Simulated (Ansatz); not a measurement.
Born–Oppenheimer molecular dynamics of Cl3GeH (5 atoms, charge 0, multiplicity 1). It starts from a relaxed structure.

Method: RKS PBE0-D4/def2-SVP (Ansatz 0.2.0).

- ensemble: NVT, Langevin thermostat
- time step: 0.5 fs
- steps asked: 250
- set temperature: 300 K
- friction: 0.02 /fs
- seed: 8569

Frames 10 fs apart, positions in Å, forces in eV/Å.

Velocities at 5 fs (Å/ps):

```
Ge 2.49 0.23 -2.10
H -16.69 -21.94 3.54
Cl 2.46 -2.48 0.40
Cl -4.18 3.51 -1.01
Cl -0.57 -5.17 -0.60
```

```xyz
5
Properties=species:S:1:pos:R:3:forces:R:3 time_fs=5 energy_less_start_eV=0.023 T=325
Ge 0.011 0.005 0.003 -0.45 -0.24 -0.31
H -0.061 -0.085 1.518 0.12 0.17 0.14
Cl 2.018 -0.011 -0.731 -0.09 0.05 0.04
Cl -1.013 1.750 -0.740 0.23 -0.29 0.12
Cl -1.008 -1.752 -0.735 0.19 0.31 0.00
5
Properties=species:S:1:pos:R:3:forces:R:3 time_fs=15 energy_less_start_eV=0.115 T=211
Ge 0.026 0.005 -0.019 -1.12 -0.27 -0.92
H -0.092 -0.096 1.475 0.16 0.19 0.49
Cl 2.036 -0.037 -0.733 -0.15 0.10 0.02
Cl -1.049 1.785 -0.747 0.62 -0.87 0.29
Cl -1.015 -1.803 -0.733 0.49 0.86 0.13
5
Properties=species:S:1:pos:R:3:forces:R:3 time_fs=25 energy_less_start_eV=0.129 T=205
Ge 0.016 0.001 -0.045 -0.64 0.33 -0.32
H 0.098 0.087 1.484 -0.15 -0.09 -0.11
Cl 2.043 -0.050 -0.757 -0.35 0.07 -0.10
Cl -1.080 1.808 -0.754 0.72 -1.18 0.29
Cl -1.012 -1.817 -0.710 0.42 0.87 0.24
5
Properties=species:S:1:pos:R:3:forces:R:3 time_fs=35 energy_less_start_eV=0.140 T=201
Ge 0.004 -0.003 -0.062 0.02 0.88 0.16
H 0.179 0.114 1.466 -0.32 -0.12 -0.20
Cl 2.044 -0.075 -0.761 -0.41 0.10 -0.19
Cl -1.081 1.822 -0.737 0.67 -1.20 0.22
Cl -0.987 -1.802 -0.679 0.04 0.34 0.02
5
Properties=species:S:1:pos:R:3:forces:R:3 time_fs=45 energy_less_start_eV=0.134 T=213
Ge -0.021 0.000 -0.063 0.39 1.23 -0.31
H -0.058 0.096 1.433 0.12 -0.02 0.53
Cl 2.038 -0.089 -0.766 -0.72 0.15 0.11
Cl -1.059 1.837 -0.723 0.55 -1.01 0.03
Cl -0.971 -1.782 -0.647 -0.34 -0.35 -0.36
5
Properties=species:S:1:pos:R:3:forces:R:3 time_fs=55 energy_less_start_eV=0.149 T=134
Ge -0.029 0.014 -0.061 0.32 1.25 0.67
H -0.219 0.082 1.463 0.43 0.02 -0.09
Cl 2.015 -0.087 -0.766 -0.55 0.16 0.18
Cl -1.034 1.831 -0.726 0.36 -0.62 -0.15
Cl -0.974 -1.754 -0.621 -0.55 -0.81 -0.60
5
Properties=species:S:1:pos:R:3:forces:R:3 time_fs=65 energy_less_start_eV=0.059 T=406
Ge -0.015 0.037 -0.050 0.27 0.45 0.96
H -0.049 0.130 1.480 0.14 -0.05 -0.07
Cl 1.975 -0.090 -0.777 0.23 0.10 -0.15
Cl -0.981 1.797 -0.740 -0.12 0.15 -0.34
Cl -0.993 -1.720 -0.624 -0.52 -0.66 -0.40
5
Properties=species:S:1:pos:R:3:forces:R:3 time_fs=75 energy_less_start_eV=0.102 T=339
Ge 0.004 0.064 -0.016 0.82 -0.98 1.19
H 0.229 0.113 1.507 -0.37 0.01 -0.17
Cl 1.969 -0.086 -0.781 0.54 0.04 -0.42
Cl -0.928 1.751 -0.748 -0.70 1.15 -0.53
Cl -1.023 -1.685 -0.631 -0.29 -0.22 -0.07
5
Properties=species:S:1:pos:R:3:forces:R:3 time_fs=85 energy_less_start_eV=0.082 T=311
Ge 0.041 0.075 0.026 0.11 -1.49 0.18
H 0.250 0.095 1.526 -0.28 0.04 0.25
Cl 1.987 -0.071 -0.784 0.48 -0.01 -0.33
Cl -0.910 1.742 -0.754 -0.56 1.02 -0.37
Cl -1.073 -1.669 -0.640 0.25 0.43 0.26
5
Properties=species:S:1:pos:R:3:forces:R:3 time_fs=95 energy_less_start_eV=0.041 T=232
Ge 0.078 0.064 0.057 -0.95 -0.49 0.02
H 0.137 0.151 1.585 -0.01 -0.09 -0.12
Cl 1.996 -0.044 -0.790 0.60 -0.08 -0.21
Cl -0.910 1.760 -0.758 -0.07 0.28 -0.02
Cl -1.098 -1.631 -0.646 0.42 0.38 0.33
5
Properties=species:S:1:pos:R:3:forces:R:3 time_fs=105 energy_less_start_eV=0.080 T=326
Ge 0.086 0.051 0.091 -0.91 0.68 -0.21
H -0.009 0.159 1.640 0.30 -0.15 -0.49
Cl 2.027 -0.023 -0.792 -0.02 -0.08 0.22
Cl -0.914 1.802 -0.751 0.39 -0.41 0.31
Cl -1.097 -1.581 -0.646 0.24 -0.05 0.16
5
Properties=species:S:1:pos:R:3:forces:R:3 time_fs=115 energy_less_start_eV=0.094 T=349
Ge 0.066 0.050 0.103 0.32 1.19 -1.13
H 0.158 0.046 1.611 -0.02 0.05 0.27
Cl 2.062 0.015 -0.780 -0.67 -0.10 0.35
Cl -0.911 1.835 -0.741 0.47 -0.66 0.57
Cl -1.114 -1.530 -0.643 -0.11 -0.49 -0.06
```

Of the whole run (125 fs, mean temperature of the second half 324 K): A run of 0.12 ps of so small a system gives no equilibrium averages.

The run took 7 min on 2 threads of Arm Neoverse V2, with other jobs on the host, peak memory 0.2 GiB.
